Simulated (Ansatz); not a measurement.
BF3H3P, SMILES `[BH3-][P+](F)(F)F`. Charge 0, multiplicity 1. The geometry is a stationary point of PBE0-D4/def2-TZVP.

```xyz
8

B     0.254    0.482   -0.939
P    -0.176   -0.333    0.649
F    -0.174   -1.875    0.687
F     0.712   -0.030    1.873
F    -1.569   -0.048    1.246
H     1.373    0.082   -1.153
H     0.171    1.656   -0.671
H    -0.592    0.066   -1.693
```

(1) What is the dipole moment at r2SCAN/def2-TZVPP? (Best estimate.)

(2) And with PBE, B3LYP, ωB97M-V? (An estimate is asked.)

(3) Give the Mulliken charges with r2SCAN, PBE, B3LYP in def2-TZVPP. (Estimate.)

## Answers

(1) Computed: 1.66 D, with components (-0.39, -0.74, 1.44) D in this frame, pointing from negative to positive charge.

(2) The calculation gave: PBE 1.64 D, B3LYP 1.62 D, ωB97M-V 1.71 D.

(3) Ansatz gave: 
```csv
atom,r2SCAN,PBE,B3LYP
B1,-0.35,-0.38,-0.37
P2,0.94,0.80,0.91
F3,-0.20,-0.16,-0.20
F4,-0.20,-0.16,-0.20
F5,-0.20,-0.16,-0.20
H6,0.01,0.02,0.02
H7,0.01,0.02,0.03
H8,0.01,0.02,0.02
```

B3LYP here is the variant with VWN-RPA as its local correlation; programs differ in this.
